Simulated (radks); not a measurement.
Spherical quantum dot in the effective-mass picture: electrons in a parabolic well V = omega^2 r^2 / 2 with omega = 0.0657, all in effective atomic units (hartree* = m*/eps^2 hartree, bohr* = eps/m* bohr), one dielectric constant everywhere. Calculated with a radial shooting solver with Libxc functionals: non-relativistic Kohn-Sham, LDA (Slater exchange, Perdew-Wang correlation), spin-polarised, spherical densities. Levels are named by radial order and angular momentum (1s, 1p, 1d, 2s, ...), and open shells are averaged over m. Results are scaled to m* = 0.351 and eps = 8.4, for which hartree* = 135.4 meV and bohr* = 1.266 nm. Each electron was tried in the lowest free levels, single moves between levels near the top were tried too, and the lowest total energy was kept; such a search can miss a lower state. At N = 1 the Hartree and exchange-correlation terms need not cancel, so that row can carry a self-interaction error.

\begin{tabular}{lrrrrrrr}
N & open shells & 2S & E (meV) & mu = E(N) - E(N-1) (meV) & addition energy mu(N+1) - mu(N) (meV) & e(HOMO) (meV) & rms radius (nm) \\ \hline
1 & 1s(up 1, down 0) & 1 & 13.5671 & 13.567 & 20.88 & 22.905 & 6.167 \\
2 & none & 0 & 48.0147 & 34.448 & 20.49 & 42.417 & 7.400 \\
3 & 1p(up 1, down 0) & 1 & 102.955 & 54.940 & 13.17 & 61.585 & 8.632 \\
4 & 1p(up 2, down 0) & 2 & 171.064 & 68.109 & 12.69 & 74.546 & 9.480 \\
5 & 1p(up 3, down 0) & 3 & 251.860 & 80.795 & 14.09 & 86.950 & 10.17 \\
6 & 1p(up 3, down 1) & 2 & 346.740 & 94.881 & 11.10 & 100.47 & 10.81 \\
7 & 1p(up 3, down 2) & 1 & 452.718 & 105.98 & 10.82 & 111.44 & 11.36 \\
8 & none & 0 & 569.520 & 116.80 & 13.88 & 122.11 & 11.86 \\
9 & 1d(up 1, down 0) & 1 & 700.198 & 130.68 & 9.821 & 135.62 & 12.37 \\
10 & 1d(up 2, down 0) & 2 & 840.697 & 140.50 & 9.614 & 145.34 & 12.83 \\
11 & 1d(up 3, down 0) & 3 & 990.810 & 150.11 & 9.409 & 154.85 & 13.25 \\
12 & 1d(up 4, down 0) & 4 & 1150.33 & 159.52 & 9.213 & 164.16 & 13.65 \\
13 & 1d(up 5, down 0) & 5 & 1319.07 & 168.73 & 10.51 & 173.28 & 14.01 \\
14 & 1d(up 5, down 1) & 4 & 1498.31 & 179.24 & 8.666 & 183.60 & 14.37 \\
15 & 1d(up 5, down 2) & 3 & 1686.22 & 187.91 & 8.537 & 192.20 & 14.71 \\
16 & 1d(up 5, down 3) & 2 & 1882.66 & 196.44 & 8.408 & 200.67 & 15.03 \\
17 & 1d(up 5, down 4) & 1 & 2087.51 & 204.85 & 8.280 & 209.01 & 15.33 \\
18 & none & 0 & 2300.65 & 213.13 & 9.131 & 217.23 & 15.63 \\
19 & 2s(up 1, down 0) & 1 & 2522.91 & 222.26 & 9.259 & 226.37 & 15.92 \\
20 & none & 0 & 2754.43 & 231.52 & 8.118 & 235.53 & 16.20 \\
21 & 1f(up 1, down 0) & 1 & 2994.07 & 239.64 & 7.677 & 243.49 & 16.47 \\
22 & 1f(up 2, down 0) & 2 & 3241.39 & 247.32 & 7.587 & 251.13 & 16.73 \\
23 & 1f(up 3, down 0) & 3 & 3496.29 & 254.90 & 7.499 & 258.67 & 16.99 \\
24 & 1f(up 4, down 0) & 4 & 3758.70 & 262.40 & 7.414 & 266.12 & 17.23 \\
25 & 1f(up 5, down 0) & 5 & 4028.51 & 269.82 & 7.331 & 273.50 & 17.47 \\
26 & 1f(up 6, down 0) & 6 & 4305.66 & 277.15 & 7.252 & 280.79 & 17.71 \\
27 & 1f(up 7, down 0) & 7 & 4590.06 & 284.40 & 8.290 & 288.00 & 17.93 \\
28 & 1f(up 7, down 1) & 6 & 4882.75 & 292.69 & 7.027 & 296.21 & 18.15 \\
29 & 1f(up 7, down 2) & 5 & 5182.47 & 299.72 & 6.963 & 303.21 & 18.37 \\
30 & 1f(up 7, down 3) & 4 & 5489.15 & 306.68 & 6.901 & 310.14 & 18.58 \\
31 & 1f(up 7, down 4) & 3 & 5802.73 & 313.58 & 6.840 & 317.01 & 18.79 \\
32 & 1f(up 7, down 5) & 2 & 6123.15 & 320.42 & 6.779 & 323.82 & 18.99 \\
33 & 1f(up 7, down 6) & 1 & 6450.35 & 327.20 & 6.721 & 330.57 & 19.18 \\
34 & none & 0 & 6784.27 & 333.92 & 7.949 & 337.26 & 19.37 \\
35 & 2p(up 1, down 0) & 1 & 7126.13 & 341.87 & - & 345.19 & 19.57 \\
\end{tabular}

All shells are closed at N = 2, 8, 18, 20, 34 (there: 1s2 1p6 1d10 2s2 1f14); the second difference of the energy has clear peaks (12 % above both neighbours; the first and last values, which can be the largest, are not judged, and half-filled shells can peak too) at N = 8, 13, 27.
